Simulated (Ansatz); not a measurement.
`[CH3][SnH2][SiH2]N` + `C[SiH](F)Cl` → `[CH3][SnH2][SiH2]F` + `C[SiH](N)Cl`  (redistribution)

Calculated with Ansatz (gas phase, PBE0-D4/def2-TZVP geometries, no zero-point term in ΔE). CCSD(T)/CBS adds triple-zeta CCSD(T) − MP2 to the extrapolated MP2 energy (def2 sets, frozen cores). DFT in def2-TZVPP. B3LYP here is the variant with VWN-RPA as its local correlation; programs differ in this. def2 core potentials past Kr. For Sn outer-core shells are correlated without core-valence functions, which leaves a few kJ/mol of doubt a bond. Each species was taken in one conformer, which may not be the lowest.

`[CH3][SnH2][SiH2]N`:

Z-matrix (Å, degrees):
```
C
Sn 1 2.151
H 1 1.090 2 110.0
H 1 1.090 2 110.0 3 -120.1
H 1 1.090 2 110.0 3 119.9
Si 2 2.580 1 111.0 3 58.0
H 2 1.718 1 107.6 3 -63.1
H 2 1.716 1 108.1 3 -178.2
N 6 1.729 2 115.5 1 -58.2
H 6 1.489 2 108.4 1 61.6
H 6 1.488 2 108.9 1 -179.7
H 9 1.008 6 118.7 2 72.9
H 9 1.008 6 119.1 2 -66.3
```

`C[SiH](F)Cl`:

Z-matrix (Å, degrees):
```
C
Si 1 1.843
H 1 1.093 2 110.3
H 1 1.092 2 110.4 3 119.9
H 1 1.092 2 110.5 3 -120.1
F 2 1.594 1 109.4 3 60.6
Cl 2 2.046 1 110.3 3 178.7
H 2 1.477 1 114.2 3 -59.8
```

`[CH3][SnH2][SiH2]F`:

Z-matrix (Å, degrees):
```
C
Sn 1 2.144
H 1 1.090 2 109.7
H 1 1.090 2 109.8 3 -120.0
H 1 1.090 2 109.9 3 120.0
Si 2 2.570 1 110.8 3 178.9
H 2 1.713 1 109.4 3 -60.9
H 2 1.711 1 109.5 3 57.1
F 6 1.610 2 108.9 1 -57.7
H 6 1.487 2 112.8 1 -177.0
H 6 1.488 2 111.7 1 60.5
```

`C[SiH](N)Cl`:

Cartesian coordinates in Å:
```
C 1.165 -0.278 -0.742
Si -0.297 -0.413 0.389
N -1.363 0.890 0.119
Cl 0.448 -0.502 2.330
H 1.864 -1.098 -0.566
H 0.844 -0.306 -1.786
H 1.701 0.659 -0.569
H -1.073 -1.662 0.220
H -1.007 1.832 0.071
H -2.282 0.878 0.534
```

```tsv
level	ΔE (kcal/mol)	difference from CCSD(T)/CBS
PBE-D4	-0.2	0.1
r2SCAN-D4	0.1	0.4
PBE0-D4	-0.3	0.0
B3LYP-D4	-0.6	-0.3
ωB97X-V	-0.7	-0.4
ωB97M-V	-0.6	-0.3
B2PLYP	-0.4	-0.1
PBE	-0.2	0.1
r2SCAN	0.1	0.4
PBE0	-0.3	0.0
B3LYP	-0.5	-0.2
HF/def2-TZVPP	-1.0	-0.7
MP2/def2-TZVPP	-0.2	0.1
SCS-MP2/def2-TZVPP	-0.4	-0.1
CCSD/def2-TZVPP	-0.4	-0.1
CCSD(T)/def2-TZVPP	-0.2	0.1
HF/def2-QZVPP	-1.0	-0.7
MP2/def2-QZVPP	-0.3	0.0
SCS-MP2/def2-QZVPP	-0.5	-0.2
HF/CBS(def2)	-1.0	-0.7
MP2/CBS(def2)	-0.3	0.0
CCSD/CBS(def2)	-0.5	-0.2
CCSD(T)/CBS	-0.3	0
```

Largest T1 diagnostic among the species: 0.012.

In def2-TZVPP, CCSD(T) changes the Hartree–Fock value by +0.8 kcal/mol (the triples alone add +0.1 kcal/mol) and MP2 by +0.8 kcal/mol.
